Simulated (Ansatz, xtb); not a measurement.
## C5H4N2O: which of two isomers lies lower

Structure X is `Cc1nc(C#N)co1`, a singlet and structure Y is `N#Cc1cocc1N`, a singlet. Both are isolated molecules in the gas phase, relaxed with r2SCAN-D4/def2-SVP; the shapes shown needn't be the lowest conformers.

X (Å):

```xyz
12

C    -0.8152   -1.0272    0.7008
C    -0.9342    0.1097   -0.2374
C    -1.0237    1.9863   -1.2335
C    -0.9832    3.3945   -1.4246
C    -1.2596    1.0184   -2.1775
N    -0.8187    1.3791   -0.0017
N    -0.9542    4.5455   -1.6014
O    -1.2040   -0.1773   -1.5491
H    -1.7479   -1.6117    0.7290
H    -0.0054   -1.7068    0.3926
H    -0.6005   -0.6380    1.7027
H    -1.4658    1.0242   -3.2443
```

Y (Å):

```xyz
12

C    -2.1761    0.3098    0.9537
C    -1.0495    0.5984    0.1493
C     0.2449    0.8693    0.5466
C     0.2351    1.0021   -1.6446
C    -1.0572    0.6839   -1.2986
N    -3.1397    0.0757    1.5691
N    -2.1490    0.4166   -2.0933
O     1.0122    1.1081   -0.5173
H     0.7150    0.9211    1.5258
H     0.7397    1.1650   -2.5923
H    -3.0502    0.5339   -1.6413
H    -2.1258    0.8086   -3.0272
```

Energies in hartree; the thermal terms are from GFN2-xTB frequencies at re-optimised GFN2-xTB minima (ideal gas, soft modes damped towards free rotors, one conformer each, 298.15 K, 1 atm) and include the zero-point energy:

|  | X | Y |
| --- | --- | --- |
| E, CCSD(T)/def2-SVP | −376.336586 | −376.316620 |
| E, MP2/def2-SVP | −376.258847 | −376.240219 |
| E, MP2/def2-TZVPP | −376.943271 | −376.928215 |
| zero-point energy | 0.082520 | 0.082821 |
| H(298 K) − E | 0.090635 | 0.090718 |
| G(298 K) − E | 0.050641 | 0.051761 |

Question: Correct the CCSD(T) difference for the basis set by the MP2 change, then work out ΔE, ΔE₀, ΔH and ΔG for X → Y in kJ/mol (1 Eh = 2625.50 kJ/mol) and the equilibrium ratio [Y]/[X].

Answer: 1. Differences Y − X: CCSD(T) +0.019966, MP2 in the small set +0.018628, MP2 in the large set +0.015056 Eh.
2. ΔE = +0.019966 + (+0.015056 − (+0.018628)) = +0.016394 Eh = +43.04 kJ/mol.
3. ΔE₀ = ΔE + ΔZPE = +0.016394 + (+0.000301) Eh = +43.83 kJ/mol.
4. ΔH = ΔE + (+0.000083) Eh = +43.26 kJ/mol.
5. ΔG = ΔE + (+0.001120) Eh = +45.98 kJ/mol, so ΔS = (ΔH − ΔG)/T = −9.1 J/(mol K).
6. kT = 0.9442 mEh, so K = [Y]/[X] = exp(−ΔG/kT) = exp(−18.55) ≈ 8.8 × 10^−9.

Structure X is favoured at this temperature. An error of 4 kJ/mol in ΔG would change K by a factor of 5. Mirror images and further conformers aren't counted.

As drawn, Y has 2 C∷C, 1 C–N, 2 N–H in place of 1 C–C, 2 C∷N, 2 C–H (∷ is an aromatic bond).

Other levels gave ΔE = +45.1 (GFN2-xTB); +90.6 (HF/STO-3G, GFN2-xTB geometries); +33.1 (r2SCAN-D4/def2-SVP//GFN2-xTB); +33.6 (r2SCAN-D4/def2-SVP); +48.7 (HF/def2-SVP); +48.9 (MP2/def2-SVP); +52.4 (CCSD(T)/def2-SVP) kJ/mol. The correlated steps freeze 8 core orbitals. Programs: Ansatz 0.2.0, xtb 6.7.1.
